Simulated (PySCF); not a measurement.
A structure optimised at PBE-D3(BJ)/def2-SVP, used in a PySCF frequency run:

```
C
H 1 1.1114
H 1 1.1135 2 105.81
C 1 1.5277 2 110.39 3 -118.80
H 4 1.1086 1 111.64 2 58.80
H 4 1.1101 5 107.52 1 122.26
H 4 1.1104 5 107.50 6 115.14
C 1 1.5307 2 107.55 3 116.55
H 8 1.1128 1 110.91 2 -173.82
H 8 1.1128 9 106.35 1 119.14
C 8 1.5347 9 109.13 10 116.21
O 11 1.3461 8 117.01 9 -179.19
H 11 1.1309 12 110.73 8 -130.00
H 11 1.1363 13 100.00 12 111.20
```
Charge 0, spin multiplicity 2.

Problem. Write its SMILES and formula.

Solution. CCCC[O], C4H9O

Problem. What are its rotational constants (standard atomic weights)?

Solution. 13.083, 2.3979, 2.2119 GHz
